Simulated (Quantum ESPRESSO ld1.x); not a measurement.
Results of a calculation; reference values are marked as such.
The ytterbium ion Yb0.9+, 69.1 electrons, occupied as [Kr] 4d10 4f14 5s2 5p(up 3, down 2.1) 6s2 (fractional occupations, a model configuration).

Level of theory: scalar-relativistic Kohn-Sham, LDA (Slater exchange, Perdew-Wang correlation), spin-polarised, spherical densities, point nucleus (ld1.x of Quantum ESPRESSO 7.5).

Energy parts (eV):
total: -382322.7
kinetic: 416599.1
electron-nucleus: -940689.0
Hartree: 149489.2
exchange-correlation: -7722.1

Orbitals (lengths in bohr, moments of r in powers of bohr; r(max) is where P^2 peaks):
orbital,occ.,eigenvalue (eV),r(max)
1s up,1,-61203.3,0.012
1s down,1,-61203.2,0.012
2s up,1,-10379.5,0.071
2s down,1,-10379.5,0.071
2p up,3,-9152.58,0.058
2p down,3,-9152.52,0.058
3s up,1,-2347.09,0.200
3s down,1,-2347.06,0.200
3p up,3,-1977.29,0.197
3p down,3,-1977.25,0.197
3d up,5,-1526.33,0.160
3d down,5,-1526.29,0.160
4s up,1,-469.803,0.456
4s down,1,-469.732,0.456
4p up,3,-348.414,0.475
4p down,3,-348.331,0.475
4d up,5,-188.663,0.490
4d down,5,-188.550,0.490
4f up,7,-14.1548,0.483
4f down,7,-13.8869,0.483
5s up,1,-66.2889,1.07
5s down,1,-65.6120,1.07
5p up,3,-38.3023,1.22
5p down,2.1,-37.6181,1.22
6s up,1,-10.4111,2.90
6s down,1,-10.2981,2.92

The highest occupied level is 6s down at -10.298 eV. Summed over all electrons, <r^2> = 58.15 bohr^2, which gives a Langevin (diamagnetic) susceptibility term of -46.1 x 10^-6 cm^3/mol.
